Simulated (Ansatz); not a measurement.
C$_{3}$H$_{2}$F$_{6}$, SMILES `FCC(F)(F)C(F)(F)F`, one more setting.

```yaml
crystal:
  periodic: [false, false, false]
  atoms:
    - {symbol: F, position_ang: [-1.802975, 0.031829, -1.619712]}
    - {symbol: C, position_ang: [-0.554260, 0.293961, -1.135319]}
    - {symbol: C, position_ang: [-0.437123, -0.289055, 0.259983]}
    - {symbol: F, position_ang: [-0.643768, -1.618567, 0.233465]}
    - {symbol: F, position_ang: [-1.355321, 0.258577, 1.077398]}
    - {symbol: C, position_ang: [0.952991, -0.043909, 0.886376]}
    - {symbol: F, position_ang: [1.017390, -0.555395, 2.103967]}
    - {symbol: F, position_ang: [1.198138, 1.264140, 0.957266]}
    - {symbol: F, position_ang: [1.898675, -0.605886, 0.134473]}
    - {symbol: H, position_ang: [0.192355, -0.167358, -1.785938]}
    - {symbol: H, position_ang: [-0.400701, 1.374661, -1.091456]}
basis:
  gaussian: {orbitals: pcseg-2}
hamiltonian: {xc: {name: BHLYP}}
scf: {lower_state_search: off}
output: {forces: true}
```

```sh
$ ansatz run in.yaml --threads 2 --pin off --events-out ev --progress --plain --max-ram 32768MiB --backend cuda --devices 0, --max-vram 18GiB
```

It prints (some lines left out):

```
Functional definition: BHLYP
  name "BHLYP"
  cite "Becke, J. Chem. Phys. 98, 1372 (1993) doi:10.1063/1.464304"
  cite "Becke, Phys. Rev. A 38, 3098 (1988) doi:10.1103/PhysRevA.38.3098"
  cite "Lee, Yang & Parr, Phys. Rev. B 37, 785 (1988) doi:10.1103/PhysRevB.37.785"
  parameter a = 0.5
  exchange = (1 - a)*b88_x + a*exact_x
  correlation = lyp_c
these checks for a lower state are left out or cut short: stability, starts, cluster_reference, orbital_swaps, neighbouring_geometries, increment
1622 factors; their error is unknown
mean field evaluation 1: about -19440.8047 eV, gradient 5.3e1 eV
mean field evaluation 2: about -19440.7755 eV, gradient 5.6e1 eV
mean field evaluation 4: about -19444.8156 eV, gradient 1.8e0 eV
mean field evaluation 8: about -19444.8204 eV, gradient 2.1e-2 eV
mean field evaluation 16: about -19444.9285 eV, gradient 1.6e-3 eV
mean field -19444.92853549 eV, -714.5879434333 hartree, gradient 5.1e-6 eV, S^2 0.000000; 0 other end points of the search recorded, 0 dependent functions left out
the calculation of the forces begins
reference -19444.92869965 eV, -714.5879494662 hartree; 37, 37 occupied and 261, 261 virtual orbitals, 1622 factors
Total energy: -19444.92869965 eV, -714.5879494662 hartree
Atom 0 at    -1.802975     0.031829    -1.619712 Å, force     0.328792     0.063332     0.140816 eV/Å
Atom 1 at    -0.554260     0.293961    -1.135319 Å, force     0.086467     0.107086    -0.165269 eV/Å
Atom 2 at    -0.437123    -0.289055     0.259983 Å, force    -0.183906    -0.138541     0.150776 eV/Å
Atom 3 at    -0.643768    -1.618567     0.233465 Å, force     0.072671     0.494597     0.042407 eV/Å
Atom 4 at    -1.355321     0.258577     1.077398 Å, force     0.346263    -0.225776    -0.283590 eV/Å
Atom 5 at     0.952991    -0.043909     0.886376 Å, force     0.217558     0.016047     0.151183 eV/Å
Atom 6 at     1.017390    -0.555395     2.103967 Å, force     0.001301     0.237662    -0.543243 eV/Å
Atom 7 at     1.198138     1.264140     0.957266 Å, force    -0.085883    -0.583506    -0.026302 eV/Å
Atom 8 at     1.898675    -0.605886     0.134473 Å, force    -0.401062     0.262254     0.343346 eV/Å
Atom 9 at     0.192355    -0.167358    -1.785938 Å, force    -0.294945     0.152746     0.216445 eV/Å
Atom 10 at    -0.400701     1.374661    -1.091456 Å, force    -0.087255    -0.385900    -0.026571 eV/Å
Dipole moment:     0.277831     0.225388    -0.263438 e Å
Checks for a lower state left out: stability, starts, cluster_reference, orbital_swaps, neighbouring_geometries, increment
```

Run time 12 s (2 threads of an AMD EPYC 7R13 on a shared host and a share of an NVIDIA H100 80 GB); peak host memory 0.91 GiB.
